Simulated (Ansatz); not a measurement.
A made-up structure of LiSnH$_{3}$O, singlet:

```json
{"atom": "Li1", "x (Å)": "0.2758", "y (Å)": "-2.5032", "z (Å)": "1.4546"}
{"atom": "O2", "x (Å)": "0.1238", "y (Å)": "-1.1211", "z (Å)": "0.6512"}
{"atom": "Sn3", "x (Å)": "-0.0578", "y (Å)": "0.5250", "z (Å)": "-0.3051"}
{"atom": "H4", "x (Å)": "0.7243", "y (Å)": "-1.8729", "z (Å)": "0.7741"}
{"atom": "H5", "x (Å)": "1.3928", "y (Å)": "0.8711", "z (Å)": "-1.1652"}
{"atom": "H6", "x (Å)": "-0.3759", "y (Å)": "1.8130", "z (Å)": "0.7921"}
```

It is relaxed with PBE-D4/def2-SVP and then PBE0-D4/def2-TZVP (Ansatz 0.2.0). Atoms count as bonded within 1.22 times the sum of their covalent radii (H–H: 0.88 Å). The end point is not checked to be a true minimum.

Task: Does its bonding change? (Judge from chemistry; the calculation decides.)

Result: By the calculation: Yes. Formed: Li1–Sn3; broken: Li1–H4.

Where it ends: The first stage lowers the energy by 5.08 eV in 14 steps. It ends as LiSnH₃O ([Li]1[OH][SnH2]1):
Li1  (-0.674, -2.241, 0.751)
O2  (0.734, -1.309, 0.921)
Sn3  (-0.391, 0.201, -0.181)
H4  (1.623, -1.083, 1.184)
H5  (0.849, 0.590, -1.359)
H6  (-0.059, 1.553, 0.886)
(Å)

Labels in which every atom is bracketed show which atoms are joined, not bond orders.

For scale, one of the runs: PBE0-D4/def2-TZVP relaxation, 113 basis functions, launched by `ansatz run in.yaml --threads 2 --pin off --events-out ev --progress --plain --max-ram 4352MiB`. Hardware: 2 CPU threads of an AMD EPYC 7B13, shared host. Wall time about 14 s.
